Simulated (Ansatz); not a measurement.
Sr4Te4, relaxed as a singlet with RKS r2SCAN-D4/def2-SVP in Ansatz, starting from the GFN2-xTB geometry. Force threshold 0.02 eV/Å.

In the def2 sets Sr, Te take a core potential; there is no spin–orbit coupling. The structure comes from a short search, and lower isomers may exist.

Start:

```xyz
8

Sr    1.108    0.896    2.742
Sr    1.578    2.317   -1.439
Sr   -1.580   -2.301    1.428
Sr   -1.112   -0.896   -2.730
Te   -2.394   -3.199   -1.309
Te    2.673    2.976    1.267
Te   -0.570   -1.219    4.034
Te    0.297    1.427   -3.993
```

| step | energy (eV) | largest force component (eV/Å) | SCF passes |
| --- | --- | --- | --- |
| 1 | -32539.0890 | 0.732 | 18 |
| 2 | -32539.5261 | 0.423 | 19 |
| 3 | -32539.7477 | 0.157 | 19 |
| 4 | -32539.8061 | 0.067 | 18 |
| 5 | -32539.8124 | 0.024 | 17 |
| 6 | -32539.8131 | 0.004 | 18 |

Force components are those of the run's own axes.

End:

```xyz
8

Sr    1.302    1.069    3.210
Sr    1.841    2.709   -1.662
Sr   -1.843   -2.707    1.662
Sr   -1.300   -1.072   -3.210
Te   -2.384   -3.165   -1.292
Te    2.668    2.948    1.251
Te   -0.571   -1.199    3.972
Te    0.286    1.418   -3.931
```

By distances, no bond broke or formed, bridged metal pairs apart. The bond that changes most is Sr1–Te6, from 2.99 to 3.04 Å (atoms count from 1). Metal–metal contacts that move far: Sr1–Sr3 4.38 to 5.15 Å, Sr2–Sr4 4.39 to 5.15 Å, Sr3–Sr4 4.41 to 5.17 Å, Sr1–Sr2 4.44 to 5.17 Å.

No frequencies were taken in this run, so the end may be a saddle point.

Run time 65 s (4 threads of Arm Neoverse V1 on a shared host).
